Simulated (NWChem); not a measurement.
System: MgH$_{2}$O; SMILES [OH][MgH]

Program: NWChem. Geometry: optimised at PBE0/def2-SVP.

Diagonal of the polarisability tensor at CAM-B3LYP/def2-SVPD, static: 29.48, 35.78, 29.48 bohr³.

Question: Find the mean polarisability volume, the molar refraction, and the refractive index that an ideal gas of it would have at 273.15 K and 1 atm.

Answer: 
1. Mean: one third of the trace = 31.58 bohr³ × 0.14818 Å³/bohr³ = 4.68 Å³.
2. Molar refraction (Lorentz-Lorenz): (4π/3) N_A α = 11.8 cm³/mol.
3. Number density p/kT = 2.687 × 10⁻⁵ Å⁻³; n − 1 = 2π N α = 7.90 × 10⁻⁴.
4. These hold the electronic response alone: vibrational and orientational terms add to the static dielectric constant.
